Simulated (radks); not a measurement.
Mn I, configuration [Ar] 3d5 4s1 5s1 (not the ground configuration). Method: Dirac Kohn-Sham, PBE, spin-unpolarised, spherical densities, point nucleus; open shells are shared between the two j in proportion to 2j + 1; computed with a radial shooting solver on a logarithmic mesh with Libxc functionals.

Spin-orbit splittings of the eigenvalues, e(l+1/2) - e(l-1/2), with zeta = 2 splitting/(2l+1) and mean radii in bohr:

shell  occ.  splitting (eV)  zeta (eV)  <r> j=l-1/2  <r> j=l+1/2
2p        6           10.43      6.954       0.2451       0.2480
3p        6           1.268     0.8454       0.8986       0.9076
3d        5               ?          ?        1.187        1.192

Estimate the 3d splitting.

Answer. 0.1200 eV (zeta = 0.04800 eV).
